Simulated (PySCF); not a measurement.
First hyperpolarisability: `InChI=1S/C3H7ClSi2/c4-3(6)1-2-5/h2H,5-6H3`

Cartesian coordinates in Å; atom numbers follow the order of the lines, from 1:
```xyz
13

Si   -2.2591    0.4696   -1.1380
C    -1.0974   -0.9917   -0.9313
C     0.1948   -0.8750   -1.1036
C     1.4871   -0.6998   -1.2398
Si    2.6295   -0.2168    0.1700
Cl    2.2613   -0.9117   -2.7999
H    -3.2670    0.1704   -2.1997
H    -2.9886    0.7182    0.1426
H    -1.4609    1.6715   -1.5111
H    -1.5051   -1.9766   -0.6619
H     1.8133   -0.0633    1.4089
H     3.6622   -1.2774    0.3569
H     3.3081    1.0685   -0.1675
```

The calculation used quadratic response CAM-B3LYP/def2-TZVPD first hyperpolarisability, Taylor convention, gas phase (PySCF 2.14.0). Geometry: PBE0-D3(BJ)/def2-SVP.

(1) What is the first hyperpolarisability, and how does it disperse?

(2) Which lowest excitations, dipole and polarisabilities go with it?

## Answers

(1) In au, Taylor convention; the vector part is βᵢ = ⅓ Σⱼ (βᵢⱼⱼ + βⱼᵢⱼ + βⱼⱼᵢ); β∥ is 3/5 of the vector part along the dipole, the dipole points from − to +:
| process | λ (nm) | β vector norm | β∥ | β HRS | depolarisation ratio |
| --- | --- | --- | --- | --- | --- |
| static β(0;0,0) | ∞ | 131.8 | -57.6 | 55.0 | 4.87 |
| second harmonic β(−2ω;ω,ω) | 1907 | 137.7 | -60.6 | 57.8 | 4.82 |
| Pockels β(−ω;ω,0) | 1907 | 133.7 | -58.6 | – | – |
| second harmonic β(−2ω;ω,ω) | 1064 | 152.5 | -68.2 | 64.8 | 4.72 |
| Pockels β(−ω;ω,0) | 1064 | 138.1 | -60.8 | – | – |

(2) S1 4.53 eV (f = 0.000); S2 5.96 eV (f = 0.001); S3 6.05 eV (f = 0.010); dipole 1.68 D; isotropic α 114.2 au static, 114.7 au at 1907 nm, 115.8 au at 1064 nm, 116.2 au at 953.5 nm, 121.0 au at 532 nm.
